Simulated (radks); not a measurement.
Q: Co IX, 19 electrons, occupied as [Ar] 3d1. All-electron calculation, scalar-relativistic Kohn-Sham, LB94 model potential, spin-polarised, spherical densities, finite nucleus; open shells are filled with parallel spins first; Fermi nuclear charge, rms radius 3.7875 fm. Program: a radial shooting solver on a logarithmic mesh with Libxc functionals. Some entries of the table are withheld. Estimate them.

orbital  occ.  eigenvalue (hartree)  <1/r> (bohr^-1)
1s down     1             -288.7828            27.07
1s up       1             -288.7820            27.07
2s down     1             -41.07805            5.825
2s up       1             -41.06764            5.824
2p down     3             -36.33868              (1)
2p up       3             -36.32984              (2)
3s up       1                   (3)            1.972
3s down     1                   (4)            1.968
3p up       3              -8.95656              (5)
3p down     3              -8.90091              (6)
3d up       1              -6.77864            1.707
3d down     0              -6.73040            1.706

A: 
(1) 2p down <1/r> (bohr^-1): 5.732
(2) 2p up <1/r> (bohr^-1): 5.731
(3) 3s up eigenvalue (hartree): -10.35144
(4) 3s down eigenvalue (hartree): -10.29373
(5) 3p up <1/r> (bohr^-1): 1.878
(6) 3p down <1/r> (bohr^-1): 1.874
